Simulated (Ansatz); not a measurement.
Single points on the cluster ZrAg4⁺.

```yaml
crystal:
  periodic: [false, false, false]
  atoms:
    - {symbol: Zr, position_ang: [1.106808, 0.103201, 0.050953]}
    - {symbol: Ag, position_ang: [1.087210, -2.731126, -0.023874]}
    - {symbol: Ag, position_ang: [0.557920, 2.884940, 0.084130]}
    - {symbol: Ag, position_ang: [-1.498590, 1.181361, -0.029290]}
    - {symbol: Ag, position_ang: [-1.253348, -1.438366, -0.081919]}
basis:
  gaussian: {orbitals: def2-SVP, initial_orbitals: start.molden}
total_charge: 1
magnetization: {spin_polarized: true, initial_magnetization: 1}
hamiltonian: {xc: pbe, dispersion: d4}
scf: {omitted_lower_state_checks: [starts]}
output: {orbitals: {seedname: orbitals}}
```

The file start.molden holds the orbitals of an earlier run on this structure, at another level or in another basis.

```sh
$ ansatz run in.yaml --threads 4 --pin off --events-out ev --progress --plain --max-ram 4787MiB
```

Output, abridged:

```
Functional definition: PBE
  name "PBE"
  cite "Perdew, Burke & Ernzerhof, Phys. Rev. Lett. 77, 3865 (1996) doi:10.1103/PhysRevLett.77.3865"
  parent pbe
  parameter kappa = 0.804
  parameter beta = 0.06672455060314922
  exchange = pbe_x(kappa = kappa, mu = beta*pi^2/3)
  correlation = pbe_c(beta = beta)
these checks for a lower state are left out or cut short: starts
1406 factors; their error is unknown
mean field evaluation 1: about -17271.8973 eV, gradient 7.3e0 eV
mean field evaluation 2: about -17272.1398 eV, gradient 3.4e-1 eV
mean field evaluation 4: about -17272.1167 eV, gradient 6.7e-2 eV
mean field evaluation 8: about -17272.1168 eV, gradient 2.0e-5 eV
mean field -17272.11676808 eV, -634.7385837658 hartree, gradient 7.6e-6 eV, S^2 0.762507; 0 other end points of the search recorded, 0 dependent functions left out
reference -17272.11682867 eV, -634.7385859925 hartree; 44, 43 occupied and 111, 112 virtual orbitals, 1406 factors
Total energy: -17272.41034388 eV, -634.7493724774 hartree
Checks for a lower state left out: starts
```

It took 19 s on 4 threads of Arm Neoverse V1 on a shared host.

First input, but with `gaussian: {orbitals: def2-TZVP, initial_orbitals: start.molden}`, `hamiltonian: {xc: hse06, dispersion: d4}` (abridged; 38 s):

```
Functional definition: HSE06
mean field -17273.39637631 eV, -634.7856085010 hartree, gradient 4.8e-6 eV, S^2 0.789578
Total energy: -17273.64793141 eV, -634.7948529802 hartree
Checks for a lower state left out: starts
```

As the first input, with `gaussian: {orbitals: def2-TZVP, initial_orbitals: start.molden}`, `hamiltonian: {xc: r2scan, dispersion: d4}` (abridged; 93 s):

```
Functional definition: r2SCAN
mean field evaluation 16: about -17280.8559 eV, gradient 3.7e-5 eV
mean field -17280.85585649 eV, -635.0597393413 hartree, gradient 9.7e-7 eV, S^2 0.789209
Total energy: -17280.91173703 eV, -635.0617929132 hartree
Checks for a lower state left out: starts
```

As the first input, with `gaussian: {orbitals: def2-TZVP, initial_orbitals: start.molden}`, `hamiltonian: {xc: {name: LC-wPBE}}` (abridged; 39 s):

```
Functional definition: LC-wPBE
mean field -17275.81027823 eV, -634.8743177602 hartree, gradient 5.9e-6 eV, S^2 0.922208
Total energy: -17275.81027824 eV, -634.8743177605 hartree
Checks for a lower state left out: starts
```

First input, but with `gaussian: {orbitals: def2-TZVP, initial_orbitals: start.molden}`, `correlation: {method: mp2}` and without the key `hamiltonian` (abridged; 41 s):

```
Functional definition: HF
mean field evaluation 16: about -17164.9876 eV, gradient 3.4e-8 eV
mean field -17164.98756495 eV, -630.8016581654 hartree, gradient 9.1e-8 eV, S^2 1.594702
second order -59.87880772 eV of doubles, -0.00000000 eV of singles
Total energy: -17224.86637267 eV, -633.0021637620 hartree
Checks for a lower state left out: starts
```

First input, but with `gaussian: {orbitals: def2-TZVP, initial_orbitals: start.molden}`, `output: {forces: true, orbitals: {seedname: orbitals}}` (abridged; 23 s):

```
Functional definition: PBE
mean field -17276.71553613 eV, -634.9075853743 hartree, gradient 6.7e-6 eV, S^2 0.762018
Total energy: -17277.00911154 eV, -634.9183740718 hartree
Atom 0 force    -0.016064    -0.003660    -0.000496 eV/Å
Atom 1 force     0.159920    -0.102631     0.003437 eV/Å
Atom 2 force     0.142825     0.135419     0.008192 eV/Å
Atom 3 force    -0.155055     0.067926    -0.004042 eV/Å
Atom 4 force    -0.131626    -0.097055    -0.007091 eV/Å
Dipole moment:     0.800051     0.074828     0.035926 e Å
Checks for a lower state left out: starts
```

First input, but with `gaussian: {orbitals: def2-TZVP, initial_orbitals: start.molden}`, `hamiltonian: {xc: pbe0, dispersion: d4}` (abridged; 39 s):

```
Functional definition: PBE0
mean field -17273.49044553 eV, -634.7890654809 hartree, gradient 8.3e-6 eV, S^2 0.790503
Total energy: -17273.74574574 eV, -634.7984475905 hartree
Checks for a lower state left out: starts
```

Geometry: r2SCAN-D4/def2-SVP.

In the def2 sets Ag, Zr take a core potential; there is no spin–orbit coupling. LC-ωPBE has ω = 0.4 bohr⁻¹. HSE06 is defined as in plane-wave codes, on full-range PBE exchange. Correlated methods freeze no core orbitals; core or outer-core shells of Zr, Ag are correlated, in sets that lack core-valence functions. At LC-ωPBE/def2-TZVP, MP2/def2-TZVP the charge 1 doublet is spin-contaminated (final ⟨S²⟩ up to 1.59, 0.75 for a pure state). The structure comes from a short search, and lower isomers may exist.
